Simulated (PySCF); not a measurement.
**Excitation energy of Co²⁺ by level of theory**

Co²⁺ [Ar] 3d7 (4F) → Co²⁺ [Ar] 3d6 4s1 (6D), as a difference of total energies. All numbers are calculated (PySCF 2.14, the spin-free X2C one-electron Hamiltonian (Gaussian nucleus), in x2c-TZVPPall with one added diffuse shell each of s, p, d, f type (7s6p5d3f1g, 80 functions)). Correlated levels: valence and next inner shell: [Ne] frozen. The calculations carry no spin-orbit coupling.

```csv
method,excitation energy (eV)
UHF,4.477
MP2 (valence and next inner shell),5.893
SCS-MP2 (valence and next inner shell),6.043
CCSD (valence and next inner shell),5.542
CCSD(T) (valence and next inner shell),5.566
```

Task: How much does correlation contribute at CCSD(T) (valence and next inner shell)?

Result: 5.566 − (4.477) = 1.089 eV, measured against UHF.
